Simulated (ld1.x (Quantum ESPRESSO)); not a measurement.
**Varying the TM potential for indium (In)**

Base potential:

| Property | Result |
| --- | --- |
| Element | In |
| Generator | ld1.x (Quantum ESPRESSO) 7.5 |
| Type | norm-conserving Troullier–Martins (Kleinman–Bylander form) |
| Functional | PBEsol |
| Relativity | scalar-relativistic |
| Frozen core | [Kr] 4d10 |
| Valence charge | 3 |
| Reference configuration | 5s2 5p1 |
| Partial waves | 5s (bound): rc 2.25 bohr; 5p (bound): rc 1.95 bohr |
| Local potential | the p channel |
| Core correction | Bessel-smoothed model core inside 1.80 bohr |

Cutoffs, loose and tight: the cutoffs (Ry, on a coarse ladder) from which the occupation-weighted sum of valence levels, in a spherical-Bessel basis at the reference potential, stays within 10 and 1 mRy of its value at 400 Ry. They do not see the model core or the augmentation charge, which bear on the density cutoff. Test errors are all-electron minus pseudo excitation energies from the reference, over the configurations 5s2 5p0; 5s1 5p0; 5s2 5p0.5; 5s1 5p1; 5s2 5p1.3; 5s0 5p3; 5s1 5p2. A dash means not determined; rows that change the core or the reference have their own tests. The largest error is taken over the tests solved by every variant that gives reliable tests at all: 5s1 5p0; 5s2 5p0; 5s2 5p0.5; 5s2 5p1.3.

A true bound ghost makes a file unfit for plane-wave use even where its test errors are small: the radial tests pick states by their node count and pass the ghost by. Where a test does run into it, the solver fails or the error is huge.

```tsv
change	outcome	cutoff, loose	cutoff, tight	bound ghosts	largest test error (meV)
base	generated	21 Ry	30 Ry	s	-240
all radii but the core radius scaled by about 0.74 (s 1.68, p 1.44 bohr)	generated	50 Ry	230 Ry	s	-240
all radii but the core radius scaled by about 0.81 (s 1.82, p 1.58 bohr)	generated	45 Ry	120 Ry	s	-236
all radii but the core radius scaled by about 0.91 (s 2.04, p 1.78 bohr)	generated	30 Ry	40 Ry	s	-235
all radii but the core radius scaled by about 1.03 (s 2.32, p 2.02 bohr)	generated	18 Ry	30 Ry	s	-257
all radii but the core radius scaled by about 1.09 (s 2.44, p 2.12 bohr)	generated	15 Ry	25 Ry	none	-161
all radii but the core radius scaled by about 1.17 (s 2.62, p 2.28 bohr)	generated	10 Ry	21 Ry	none	-219
all radii but the core radius scaled by about 1.25 (s 2.82, p 2.44 bohr)	generated	8 Ry	18 Ry	none	-228
all radii but the core radius scaled by about 1.32 (s 2.98, p 2.58 bohr)	generated	8 Ry	18 Ry	none	-234
all radii but the core radius scaled by about 1.38 (s 3.10, p 2.68 bohr)	generated	8 Ry	15 Ry	none	-242
```

(1) What comes out with this change to the base: all radii but the core radius scaled by about 0.95 (s 2.14, p 1.86 bohr)?

Answers

(1) outcome: generated; cutoff, loose: 25 Ry; cutoff, tight: 35 Ry; bound ghosts: s; largest test error (meV): -235.

Reading the sweep of the scale of all radii but the core radius (base = 1) (base included, trends over the rows without a ghost): The loose cutoff falls from 15 Ry at 1.09 to 8 Ry at 1.38. A larger radius leaves more room for a smooth pseudo-wave, so fewer plane waves are needed; a smaller one forces it to follow the all-electron wave where it bends sharply. The median size of the test errors (rows with all tests solved) rises from 19.6 meV at 1.09 to 48.3 meV at 1.38. More of the atom is replaced by a form fitted at one configuration, so other configurations suffer as the radius grows. Bound ghosts are found at 0.74, 0.81, 0.91, 0.95, 1, 1.03.
